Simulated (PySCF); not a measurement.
**Two-component Hartree-Fock for Er³⁷⁺ (erbium, charge +37)**

Start: [Ar] 3d10 4s2 4p1; 4p1/2 filled at m_j = +1/2. Calculated with PySCF 2.14 in an uncontracted even-tempered set (17 s from 4.1 bohr⁻², ratio 2.8; 13 p from 5.4 bohr⁻², ratio 2.8; 8 d from 9.5 bohr⁻², ratio 2.8; 4 f from 23 bohr⁻², ratio 3): generalised Hartree-Fock with the X2C-1e Hamiltonian and a Gaussian nucleus; one run each with spin-orbit coupling (SO) switched off, then screened by Boettger's factors.

```csv
spinor shell,electrons,"ε, spin-free (eV)","ε, screened SO (eV)",weight of nominal j (screened SO),"rms radius, screened SO (bohr)"
1s1/2,2,-59401.4,-59386.7,1.000,0.0231
2s1/2,2,-11431.3,-11426.0,1.000,0.0933
2p1/2,2,-10295.2,-10946.6,1.000,0.0797
2p3/2,4,-10295.2,-10020.2,1.000,0.0864
3s1/2,2,-3775.3,-3772.9,1.000,0.237
3p1/2,2,-3420.1,-3564.8,1.000,0.228
3p3/2,4,-3420.1,-3356.8,1.000,0.241
3d3/2,4,-2989.3,-3014.8,1.000,0.213
4s1/2,2,-1744.5,-1743.6,1.000,0.502
4p1/2,1,-1630.0,-1673.9,1.000,0.492
```

Task: Where does 3d5/2 lie, and what is the 3d spin-orbit splitting (screened SO)?

Result: At -2969.5 eV, 45.328 eV above 3d3/2.

| quantity | spin-free | screened SO |
| --- | --- | --- |
| E (hartree) | -12255.99657 | -12268.09852 |
| M_J | 1/2 | 1/2 |
| ⟨J²⟩ | 1.099 | 0.751 |
| ⟨L²⟩ | 2.005 | 2.041 |
| ⟨S²⟩ | 0.752 | 0.788 |

Each row is a mean over spinors that exchange with the open shell spreads, by up to 5.966 eV (3p1/2).

Breit and QED terms are absent; they matter most for the inner s and p1/2 levels.

Densities and radii are taken from the X2C orbitals without a picture-change correction, which distorts them close to the nucleus.

Without spin-orbit coupling the j labels of p, d and f shells carry no meaning; the spin-free column gives the mean over the occupied spinors of each nl shell, and its ⟨J²⟩ belongs to a mixture of degenerate components.
